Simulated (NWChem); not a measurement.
Species: C4H6Si; SMILES C=CC#C[SiH3]

Task: Give the equilibrium geometry at PBE0/def2-SVP (NWChem) as a list of bonds and angles, with the point group.

Result: point group C1; any orientation.
Bonded distances (Å): C1–C2 1.342, C1–H6 1.093, C1–H7 1.092, C2–C3 1.421, C2–H8 1.097, C3–C4 1.223, C4–Si5 1.829, Si5–H9 1.493, Si5–H10 1.493, Si5–H11 1.493. Bond angles (°): C2–C1–H6 121.5, C2–C1–H7 120.7, H6–C1–H7 117.8, C1–C2–C3 124.5, C1–C2–H8 119.6, C3–C2–H8 115.9, C2–C3–C4 178.6, C3–C4–Si5 179.6, C4–Si5–H9 109.9, C4–Si5–H10 109.9, C4–Si5–H11 109.8, H9–Si5–H10 109.0, H9–Si5–H11 109.1, H10–Si5–H11 109.1.
